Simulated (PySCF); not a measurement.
H$_{2}$O$_{2}$Zn, charge +1, doublet, geometry from GFN2-xTB (such geometries of metal compounds can be far from the true shape) (a state made from the parent by changing its charge; the spin is typed, not shown lowest) (core potentials on Zn); PySCF with DF-HF/LANL2DZ.

PySCF was given this input:
```python
from pyscf import gto, scf

mol = gto.Mole()
mol.atom = '''
    Zn   -0.000028    0.184102    0.034168
    O     1.253567   -0.164068   -1.100299
    H     1.916814    0.381806   -1.565116
    O    -1.253460   -0.548318    0.968087
    H    -1.916841   -0.205776    1.597785
'''
mol.basis = 'lanl2dz'
mol.ecp = {'Zn': 'lanl2dz'}
mol.charge = 1
mol.spin = 1
mol.verbose = 4
mol.build()

mf = scf.UHF(mol)
mf = mf.density_fit(auxbasis='def2-universal-jkfit')
mf.kernel()
mf.analyze()
```

It wrote (shortened):

```
PySCF version 2.14.0

[INPUT] verbose = 4
[INPUT] num. atoms = 5
[INPUT] num. electrons = 29
[INPUT] charge = 1
[INPUT] spin (= nelec alpha-beta = 2S) = 1
[INPUT] symmetry False subgroup None
[INPUT] Mole.unit = angstrom
[INPUT] Symbol           X                Y                Z      unit          X                Y                Z       unit  Magmom
[INPUT]  1 Zn    -0.000028000000   0.184102000000   0.034168000000 AA   -0.000052912331   0.347902358985   0.064568162224 Bohr   0.0
[INPUT]  2 O      1.253567000000  -0.164068000000  -1.100299000000 AA    2.368898308793  -0.310043585805  -2.079263765133 Bohr   0.0
[INPUT]  3 H      1.916814000000   0.381806000000  -1.565116000000 AA    3.622253491732   0.721508772716  -2.957640593175 Bohr   0.0
[INPUT]  4 O     -1.253460000000  -0.548318000000   0.968087000000 AA   -2.368696108097  -1.036170849169   1.829419294752 Bohr   0.0
[INPUT]  5 H     -1.916841000000  -0.205776000000   1.597785000000 AA   -3.622304514337  -0.388860283009   3.019376055938 Bohr   0.0

nuclear repulsion = 85.0871458059042
number of shells = 20
number of NR pGTOs = 92
number of NR cGTOs = 40
basis = lanl2dz
ecp = {'Zn': 'lanl2dz'}

******** <class 'pyscf.df.df_jk.DFUHF'> ********
method = DFUHF
initial guess = minao
damping factor = 0
level_shift factor = 0
DIIS = <class 'pyscf.scf.diis.CDIIS'>
diis_start_cycle = 1
diis_space = 8
diis_damp = 0
SCF conv_tol = 1e-09
SCF conv_tol_grad = None
SCF max_cycles = 50
direct_scf = False
number electrons alpha = 15  beta = 14
Set gradient conv threshold to 3.16228e-05
******** <class 'pyscf.df.df.DF'> ********
auxbasis = def2-universal-jkfit
init E= -209.961346947481

cycle= 1 E= -172.896144918651  delta_E= 37.1  |g|= 3.34  |ddm|= 6.91
cycle= 2 E= -171.466754193996  delta_E= 1.43  |g|= 4.93  |ddm|=  8.6
cycle= 3 E= -210.473512757851  delta_E=  -39  |g|= 2.83  |ddm|= 4.99
cycle= 4 E= -212.463194477722  delta_E= -1.99  |g|= 2.11  |ddm|= 0.798
cycle= 5 E= -213.391574919488  delta_E= -0.928  |g|= 1.41  |ddm|= 0.491
cycle= 6 E= -213.96492024086  delta_E= -0.573  |g|= 0.371  |ddm|= 0.599
cycle= 7 E= -214.007488060018  delta_E= -0.0426  |g|= 0.0388  |ddm|= 0.208
cycle= 8 E= -214.008322857646  delta_E= -0.000835  |g|= 0.00645  |ddm|= 0.0407
cycle= 9 E= -214.008370261593  delta_E= -4.74e-05  |g|= 0.00398  |ddm|= 0.00959
cycle= 10 E= -214.008392175422  delta_E= -2.19e-05  |g|= 0.00338  |ddm|= 0.00453
cycle= 11 E= -214.008454103364  delta_E= -6.19e-05  |g|= 0.00736  |ddm|= 0.0104
cycle= 12 E= -214.008376691748  delta_E= 7.74e-05  |g|= 0.00255  |ddm|= 0.0155
cycle= 13 E= -214.008374161455  delta_E= 2.53e-06  |g|= 0.000396  |ddm|= 0.00629
cycle= 14 E= -214.008374456465  delta_E= -2.95e-07  |g|= 7.32e-05  |ddm|= 0.00122
cycle= 15 E= -214.008374466753  delta_E= -1.03e-08  |g|= 2.66e-05  |ddm|= 0.000185
cycle= 16 E= -214.008374467494  delta_E= -7.41e-10  |g|= 7.32e-06  |ddm|= 6.35e-05
Extra cycle  E= -214.008374467583  delta_E= -8.89e-11  |g|= 4.92e-06  |ddm|= 1.08e-05
converged SCF energy = -214.008374467583  <S^2> = 0.7736873  2S+1 = 2.0235487
**** SCF Summaries ****
Total Energy =                        -214.008374467582655
Nuclear Repulsion Energy =              85.087145805904200
One-electron Energy =                 -488.818107742625330
Two-electron Energy =                  189.722587469138489
Two-electron Coulomb Energy =          213.586232615600323
DFT Exchange-Correlation Energy =      -23.863645146461835
**** MO energy ****
                             alpha | beta                alpha | beta
MO #1   energy= -20.8358979060368  | -20.8099579932148  occ= 1 | 1
MO #2   energy= -20.8358889029006  | -20.8099419149497  occ= 1 | 1
MO #3   energy= -1.61217465556804  | -1.52441964182194  occ= 1 | 1
MO #4   energy= -1.60003939445143  | -1.51132704154253  occ= 1 | 1
MO #5   energy= -1.11848466847813  | -1.11552361418867  occ= 1 | 1
MO #6   energy= -1.11834363331932  | -1.11103886589778  occ= 1 | 1
MO #7   energy= -1.10723324274592  | -1.10262817686127  occ= 1 | 1
MO #8   energy= -1.09229041411073  | -1.09186770361395  occ= 1 | 1
MO #9   energy= -1.09200437398269  | -1.08942622140317  occ= 1 | 1
MO #10  energy= -0.927784142054077 | -0.905086541306907 occ= 1 | 1
MO #11  energy= -0.896876361037275 | -0.872234115761475 occ= 1 | 1
MO #12  energy= -0.831614012342904 | -0.746821754214179 occ= 1 | 1
MO #13  energy= -0.813114309393129 | -0.746509425541567 occ= 1 | 1
MO #14  energy= -0.78230626817058  | -0.493890606454511 occ= 1 | 1
MO #15  energy= -0.778205674562312 | -0.362020482392579 occ= 1 | 0
MO #16  energy= -0.178710258380273 | -0.173888963343849 occ= 0 | 0
MO #17  energy= -0.101352880373869 | -0.0813427450218844 occ= 0 | 0
MO #18  energy= -0.0717113856980287 | -0.0694646708629509 occ= 0 | 0
MO #19  energy= -0.0630356161049228 | -0.05971151683078  occ= 0 | 0
MO #20  energy= 0.033971413718441  | 0.0355099269429715 occ= 0 | 0
MO #21  energy= 0.044904433969438  | 0.0520453658105602 occ= 0 | 0
MO #22  energy= 0.111074798424321  | 0.116354867261419  occ= 0 | 0
MO #23  energy= 0.1296458110141    | 0.134385581971815  occ= 0 | 0

spin_pop of  0 Zn 4s       -0.02501
spin_pop of  0 Zn 5s       -0.00030
spin_pop of  0 Zn 4px       0.00010
spin_pop of  0 Zn 4py      -0.00169
spin_pop of  0 Zn 4pz       0.00091
spin_pop of  0 Zn 5px       0.00004
spin_pop of  0 Zn 5py      -0.00052
spin_pop of  0 Zn 5pz       0.00010
spin_pop of  0 Zn 3dxy      0.00141
spin_pop of  0 Zn 3dyz      0.00157
spin_pop of  0 Zn 3dz^2    -0.00133
spin_pop of  0 Zn 3dxz      0.00142
spin_pop of  0 Zn 3dx2-y2    0.00027
spin_pop of  0 Zn 4dxy     -0.00036
spin_pop of  0 Zn 4dyz     -0.00031
spin_pop of  0 Zn 4dz^2     0.00018
spin_pop of  0 Zn 4dxz     -0.00027
spin_pop of  0 Zn 4dx2-y2   -0.00013
spin_pop of  1 O 1s       -0.00000
spin_pop of  1 O 2s        0.01449
spin_pop of  1 O 3s       -0.00043
spin_pop of  1 O 2px       0.22207
spin_pop of  1 O 2py       0.01953
spin_pop of  1 O 2pz       0.29659
spin_pop of  1 O 3px      -0.00452
spin_pop of  1 O 3py      -0.00168
spin_pop of  1 O 3pz      -0.00625
spin_pop of  2 H 1s       -0.02753
spin_pop of  2 H 2s       -0.00032
spin_pop of  3 O 1s       -0.00000
spin_pop of  3 O 2s        0.01449
spin_pop of  3 O 3s       -0.00043
spin_pop of  3 O 2px       0.22208
spin_pop of  3 O 2py       0.01885
spin_pop of  3 O 2pz       0.29729
spin_pop of  3 O 3px      -0.00452
spin_pop of  3 O 3py      -0.00186
spin_pop of  3 O 3pz      -0.00607
spin_pop of  4 H 1s       -0.02753
spin_pop of  4 H 2s       -0.00032
In total            15.00000 | 14.00000

WARN: System has nonzero charge 1; the dipole moment is origin-dependent.
Location of origin: [0. 0. 0.]

Dipole moment(X, Y, Z, Debye): -0.00082,  4.53101,  0.84103
```
